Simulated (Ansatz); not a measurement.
Na3Br4, relaxed as a doublet with UKS r2SCAN-D4/def2-SVP in Ansatz, starting from the GFN2-xTB geometry. Force threshold 0.02 eV/Å.

The structure comes from a short search, and lower isomers may exist.

Start:

```xyz
7

Na    0.362    1.945    1.320
Na   -0.996    0.070   -2.161
Na    0.831   -2.621    1.098
Br   -0.292   -2.393   -1.289
Br    1.046    1.852   -1.411
Br   -2.088    1.510   -0.009
Br    1.138   -0.363    2.453
```

(1) Estimate the energy that the relaxation releases and the steps that it takes.

(2) Does the start keep its bonding and symmetry?

(3) Predict the relaxed structure.

Results:

(1) 10.1 kcal/mol, in 7 steps; 2.8 min on 4 threads of Arm Neoverse N1 on a shared host. The force fell under the threshold at step 6, but the optimiser went on. No frequencies were taken in this run, so the end may be a saddle point.

(2) By distances, no bond broke or formed. The bond that changes most is Na2–Br6, from 2.81 to 2.87 Å (atoms count from 1). The end is the same structure that another start reached, the lowest one found. Point group Cs at the start, C2v at the end, both within 0.05 Å.

(3) 
```xyz
7

Na    0.402    1.644    1.337
Na   -0.873   -0.143   -1.967
Na    0.761   -2.440    1.027
Br   -0.312   -2.688   -1.405
Br    0.709    2.195   -1.461
Br   -1.969    1.884   -0.260
Br    1.282   -0.451    2.730
```
Bond lengths (bridged metal pairs left out): 8 × Br–Na 2.67 to 2.87 Å.
